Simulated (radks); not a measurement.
Spherical jellium clusters: N electrons in a uniform positive sphere of charge N and radius rs N^(1/3), rs = 4.03 bohr. Calculated with a radial shooting solver with Libxc functionals: non-relativistic Kohn-Sham, LDA (Slater exchange, Perdew-Wang correlation), spin-polarised, spherical densities. Levels are named by radial order and angular momentum (1s, 1p, 1d, 2s, ...), and open shells are averaged over m.

N = 26, configuration 1s2 1p6 1d10 2s2 1f(up 6, down 0). This is the lowest configuration that the search found. Occupied and some empty levels:

level,occupation,eigenvalue (eV),<r> (bohr)
1s up,1,-5.2400,7.438
1s down,1,-5.0370,7.009
1p up,3,-4.6051,8.666
1p down,3,-4.3211,8.477
1d up,5,-3.7769,9.509
1d down,5,-3.4548,9.457
2s up,1,-3.2877,7.517
2s down,1,-3.1307,7.771
1f up,6,-2.7882,10.23
1f down,0,-2.4550,10.27
2p up,0,-2.1142,9.091
2p down,0,-1.9568,9.210
1g up,0,-1.6742,10.95
1g down,0,-1.3515,11.09
2d up,0,-1.0207,11.18
2d down,0,-0.86440,11.44

Energy (eV): total -48.5366, kinetic 45.549, external -1828.5, Hartree 905.24, exchange-correlation -95.301, background 924.46.
